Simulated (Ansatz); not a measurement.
Stepwise reaction of `SB(S)Cl` with ammonia, as a gas-phase model of exchange steps in deposition or etching. ΔE in kJ/mol; ΔG adds harmonic PBE0-D4 terms to CCSD(T)/CBS, at 1 bar.

Gas-phase electronic energies from Ansatz, PBE0-D4/def2-TZVP geometries. CCSD(T)/CBS adds triple-zeta CCSD(T) − MP2 to the extrapolated MP2 energy (def2 sets, frozen cores). This one scheme is used for every species. DFT in def2-TZVPP. B3LYP here is the variant with VWN-RPA as its local correlation; programs differ in this. Each species was taken in one conformer, which may not be the lowest.

| step | reaction | PBE-D4 | B3LYP-D4 | ωB97M-V | CCSD(T)/CBS | ΔG(500 K) |
| --- | --- | --- | --- | --- | --- | --- |
| 2 | `NB(S)Cl` + NH₃ → `NB(N)Cl` + H₂S | -26.7 | -35.7 | -36.6 | -32.3 | -39.2 |

Give the row of step 1, `SB(S)Cl` + NH₃ → `NB(S)Cl` + H₂S. (Estimate.)

The calculation gave: 
```tsv
step	reaction	PBE-D4	B3LYP-D4	ωB97M-V	CCSD(T)/CBS	ΔG(500 K)
1	`SB(S)Cl` + NH₃ → `NB(S)Cl` + H₂S	-34.2	-44.1	-45.8	-40.5	-48.1
```

By hand: ΔE of the 2 steps together at CCSD(T)/CBS.

(-40.5) + (-32.3) = -72.8 kJ/mol, or -36.4 kJ/mol a step.

In ΔE each step is higher than the one before. All are downhill at CCSD(T)/CBS. ΔG lies between -48.1 and -39.2 kJ/mol a step. PBE-D4 differs from CCSD(T)/CBS by 5.6 to 6.3 kJ/mol a step. Isolated molecules leave out the surface, adducts and barriers. Largest T1 diagnostic: 0.013.
